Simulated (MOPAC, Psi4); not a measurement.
Conformational energy of SMILES [SiH3][SiH2]c1ccco1 (C₄H₈OSi₂). Scanned: dihedral Si1–Si2–C3–O7; all other coordinates were relaxed at GFN2-xTB. Points at φ and −φ are mirror images. Heavy atoms are numbered in the order of the SMILES [SiH3][SiH2]c1ccco1, hydrogens after them in the order of the atoms that carry them; the mirror image has the same energies with the sign of each dihedral reversed.

Levels of theory: PM7, restricted, heats of formation // GFN2-xTB (MOPAC); PBE-D3(BJ)/def2-SVP // GFN2-xTB (Psi4).

Energies relative to the lowest point of each profile, in kcal/mol:

```
φ / °   PM7
-----  ----
-150   1.33
-120   0.79
-90    0.40
-75    0.19
-60    0.03
-45    0.00
-15    0.31
75     0.19
105    0.59
120    0.79
150    1.33
180    1.75
```

### Question
What does PBE-D3(BJ)/def2-SVP give at the same points?

### Answer
-150: 0.59; -120: 0.84; -90: 0.49; -75: 0.19; -60: 0.00; -45: 0.02; -15: 0.39; 75: 0.19; 105: 0.75; 120: 0.84; 150: 0.59; 180: 0.36 (kcal/mol).
